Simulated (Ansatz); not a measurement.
O2Si, charge -1, doublet, at a GFN2-xTB geometry (a state made from the parent by changing its charge; the spin is typed, not shown lowest) (a gas-phase anion, which may not be bound at this level); B3LYP/6-31G (Ansatz, a first-principles code).

The Ansatz input:
Ansatz 0.2 input:
```yaml
crystal:
  periodic: [false, false, false]
  atoms:
    - {symbol: O, position_ang: [1.42427737, -0.24577043, 0.00533465]}
    - {symbol: Si, position_ang: [-0.01222762, 0.33847329, 0.01337146]}
    - {symbol: O, position_ang: [-1.40287903, -0.34655783, -0.02873470]}
basis:
  gaussian:
    orbitals: 6-31G
    symmetry_tolerance_ang: 0.01
hamiltonian:
  xc: b3lyp
total_charge: -1
magnetization: {spin_polarized: true, initial_magnetization: 1}
```

Q: What does Ansatz print? Leave out banner, timings and long lists.

A: 
```
Functional definition: B3LYP
292 factors; integrals over basis functions are off by at most 1.1e-4 eV
mean field evaluation 1: about -11967.6530 eV, gradient 2.1e1 eV
mean field evaluation 2: about -11959.5299 eV, gradient 5.0e1 eV
mean field evaluation 4: about -11969.8141 eV, gradient 2.3e-1 eV
mean field evaluation 8: about -11969.8529 eV, gradient 8.7e-3 eV
mean field evaluation 16: about -11969.8529 eV, gradient 6.3e-5 eV
mean field -11969.85285212 eV, -439.8839788578 hartree, gradient 6.3e-5 eV, S^2 0.752953; 0 other end points of the search recorded, 0 dependent functions left out
reference -11969.85302942 eV, -439.8839853736 hartree; 16, 15 occupied and 15, 16 virtual orbitals, 292 factors
Total energy: -11969.85302942 eV, -439.8839853736 hartree
```
